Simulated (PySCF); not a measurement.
## K(9+): ionisation energy

K(9+) [Ne] → K(10+) [He] 2s2 2p5 [2p1/2^2 2p3/2^3, M_J = 3/2], as a difference of total energies. Calculation: PySCF 2.14, in an uncontracted even-tempered set (18 s from 1.2 bohr⁻², ratio 2.4; 12 p from 1.6 bohr⁻², ratio 2.4; 5 d from 9.9 bohr⁻², ratio 2.6; 5 f from 15 bohr⁻², ratio 2.6); the two-component X2C-1e Hamiltonian. Correlated levels: nothing frozen; the 34 highest virtual spinors dropped. "Screened" scales the spin-orbit matrix elements by Boettger's factors to mimic the two-electron term; Breit and QED terms are absent.

Question: Order these methods by the ionisation energy they give, lowest first.
A. GHF (spin-free)
B. GMP2 (spin-free)
C. GMP2 (screened spin-orbit)
D. GHF (screened spin-orbit)

Answer: D (502.03 eV), A (503.04 eV), C (503.47 eV), B (504.48 eV).

For comparison: 503.67 ± 0.07 eV (semi-empirical (NIST evaluation); NIST Atomic Spectra Database, ionization energies).
